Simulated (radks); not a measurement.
The numbers below are computed, except where a source is named.
Kinetic energies: the exact non-interacting value of the Kohn-Sham orbitals and orbital-free approximations, as 100 (|E| - |E exact|)/|E exact|, negative where the magnitude is too small. Species: As [Ar] 3d10 4s2 4p3; Xe3+ [Kr] 4d10 5s2 5p3; B4+ 1s1. Level of theory: non-relativistic Kohn-Sham, r2SCAN, spin-polarised, spherical densities, point nucleus; meta-GGA in the generalised Kohn-Sham scheme (a radial shooting solver on a logarithmic mesh with Libxc functionals). Every spin shell is full or empty, so the densities are truly spherical. Functionals are evaluated on that one density, not self-consistently.

functional            As     Xe3+      B4+
exact (hartree)  2234.47  7229.98  12.5002
Thomas-Fermi       -6.07    -5.18    -8.29
von Weizsacker    -52.22   -59.43    0.00
TF + vW           +41.71   +35.38   +91.71
TF + vW/9          -0.76    -0.67    +2.83
TF + vW/5          +3.49    +2.93   +11.71
LC94               0.00    +0.06    +2.31
APBEK              +0.08    +0.11    +2.16
revAPBEK           +0.31    +0.28    +3.05
Perdew 92          -0.75    -0.67    +2.85
Thakkar            -0.48    -0.60    +2.51
Pearson            -1.14    -0.90    -2.26
LKT               +22.56   +18.66   +62.70
PG1               +17.85   +14.64   +55.39
DePristo-Kress     -0.10    -0.11    +3.01
Ernzerhof          -0.40    -0.41    +6.77
